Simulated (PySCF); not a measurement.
Correlation energy of Cl⁺ (chlorine, charge +1)

[Ne] 3s2 3p4, high-spin 3P determinant. Calculation: PySCF 2.14, in x2c-TZVPall; the spin-free X2C one-electron Hamiltonian (Gaussian nucleus). Frozen: [Ne]; 6 electrons correlated.

MP2 pair energies summed by pair of shells (mhartree):

```
 pair  energy  share (%)
3p-3p  -56.74       47.0
3s-3p  -54.92       45.5
3s-3s   -9.10        7.5
```

Total MP2 correlation energy: -120.76 mhartree.

Same-spin part -28.05 and opposite-spin part -92.71 mhartree; SCS-MP2 scales them by 1/3 and 6/5 to -120.60 mhartree.

```json
{"level": "CCSD", "correlation energy (mhartree)": "-146.27"}
{"level": "(T)", "correlation energy (mhartree)": "-4.30"}
{"level": "CCSD(T)", "correlation energy (mhartree)": "-150.57"}
```

Diagnostics: T1 = 0.0086, D1 = 0.0278, largest double amplitude 0.059.

Cost of the coupled-cluster step: 0.43 s of wall time on 1 thread of Neoverse-V2 (shared host), for 6 correlated electrons.
